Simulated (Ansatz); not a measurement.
BF, charge -1, doublet, geometry from GFN2-xTB (the spin is typed, not shown lowest) (a gas-phase anion, which may not be bound at this level). Base run: HF/pcseg-1 (Ansatz, a first-principles code).

Geometry (Å):
```xyz
2

B      0.0000     0.0000    -1.0597
F      0.0000     0.0000     0.5887
```
Charge -1, spin multiplicity 2.
Orbitals are unrestricted.
All else is at Ansatz's defaults.
Base energy -123.98266 Eh.

The base run was repeated with changes; each row names its change, and settings that it needs were set with it.

| change | ΔE vs base (mEh) |
|---|---|
| base | 0.000 |
| point_charge = charge:0.5 position_ang:1.767, -2.618, 1.9204 | -66.913 |
| lower_state_search = light | 0.000 |
| fitting.mean_field = cc-pVTZ-JKFIT | 0.037 |
| lower_state_search = full | 0.000 |
| point_charge = charge:1.0 position_ang:-1.371, -0.2899, 3.3227 | -138.6 |
| accuracy = high | -0.003 |
| forces = on | 0.000 |
| lower_state_search = off | 0.000 |
| fitting.mean_field = def2-universal-JKFIT | 0.040 |
| nuclear_model = gaussian | 0.023 |

A gas-phase anion may not be bound at this level; its values then depend on the basis.
